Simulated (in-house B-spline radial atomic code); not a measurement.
Configurations of Ho, with energies counted from [Xe] 4f11 6s2. Method: Dirac-Hartree-Fock, average of configuration, Fermi nucleus of rms radius 5.2022 fm. Calculated with an all-electron radial atomic-structure program (B-spline basis). Energies include first-order Breit, QED and recoil terms.

Occupations are held fixed; configurations that lie above the ionisation limit could autoionise.

| configuration | E - E(ref) (eV) | highest orbital | its <r> (bohr) |
| --- | --- | --- | --- |
| [Xe] 4f11 6s1 6g1 | 4.5926 | 6g9/2 | 43.99 |
| [Xe] 4f10 6s2 8s1 | 4.601 | 8s1/2 | 19.49 |
| [Xe] 4f11 6s1 7g1 | 4.6929 | 7g9/2 | 63.49 |
| [Xe] 4f10 6s2 9p1 | 5.1379 | 9p3/2 | 38.4 |
| [Xe] 4f12 6s1 | 8.1357 | 6s1/2 | 5.076 |
| [Kr] 4d10 4f11 5s2 5p5 6s2 8s1 | 29.099 | 8s1/2 | 19.58 |
| [Kr] 4d10 4f11 5s2 5p5 6s2 9s1 | 29.513 | 9s1/2 | 31.93 |

(1) Order these further configurations by energy, lowest first.
A. [Kr] 4d10 4f11 5s2 5p5 5g1 6s2
B. [Xe] 4f11 6s1 9d1
C. [Kr] 4d9 4f11 5s2 5p6 6s2 9s1
D. [Kr] 4d10 4f11 5s2 5p5 6s2 7s1
E. [Kr] 4d9 4f11 5s2 5p6 6s2 9p1

(2) How far above the reference does [Xe] 4f11 6s1 6p1 lie?

(3) How far above the reference does [Kr] 4d9 4f11 5s2 5p6 6s2 10p1 lie?

(4) How far above the reference does [Kr] 4d10 4f11 5s2 5p5 6s2 6g1 lie?

Results:

(1) B (4.6401 eV), D (28.075 eV), A (29.612 eV), C (172.2 eV), E (172.32 eV).

(2) 1.7653 eV; its least bound orbital is 6p3/2 with <r> = 6.073 bohr.

(3) 172.48 eV; its least bound orbital is 10p3/2 with <r> = 55.26 bohr.

(4) 29.778 eV; its least bound orbital is 6g9/2 with <r> = 43.99 bohr.
